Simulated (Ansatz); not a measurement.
Start from `FB[O][InH2]` and change one atom or group to get `FBO[SiH2][SiH3]`.

Ansatz, PBE0-D4/def2-TZVP geometries, multiplicity 1. Each molecule was computed in one conformer, which needn't be the lowest.

Elements past krypton have def2 core potentials.

```json
{"property": "HOMO energy (ωB97M-V/def2-TZVPP) / eV", "`FB[O][InH2]`": "-11.00"}
{"property": "size of the dipole moment (ωB97M-V/def2-TZVPP) / D", "`FB[O][InH2]`": "2.34"}
{"property": "size of the dipole moment (B3LYP/def2-TZVPP) / D", "`FB[O][InH2]`": "2.29"}
{"property": "HOMO–LUMO gap (ωB97M-V/def2-TZVPP) / eV", "`FB[O][InH2]`": "10.81"}
{"property": "HOMO energy (PBE0/def2-TZVPP) / eV", "`FB[O][InH2]`": "-8.77"}
{"property": "HOMO–LUMO gap (PBE0/def2-TZVPP) / eV", "`FB[O][InH2]`": "7.12"}
```

What does the change do to each property? (Best estimate.)

The calculation gave: 
```tsv
property	`FBO[SiH2][SiH3]`	shift
HOMO energy (ωB97M-V/def2-TZVPP) / eV	-10.30	0.70
size of the dipole moment (ωB97M-V/def2-TZVPP) / D	0.74	-1.60
size of the dipole moment (B3LYP/def2-TZVPP) / D	0.76	-1.53
HOMO–LUMO gap (ωB97M-V/def2-TZVPP) / eV	11.68	0.87
HOMO energy (PBE0/def2-TZVPP) / eV	-8.24	0.53
HOMO–LUMO gap (PBE0/def2-TZVPP) / eV	7.86	0.74
```

With PBE0 the HOMO rises by 0.53 eV and the LUMO rises by 1.26 eV, so the gap widens by about 0.73 eV. PBE moves the HOMO by 0.28 eV and ωB97M-V by 0.70 eV. Dipoles are sizes alone; their direction can turn.

B3LYP here is the variant with VWN-RPA as its local correlation; programs differ in this.
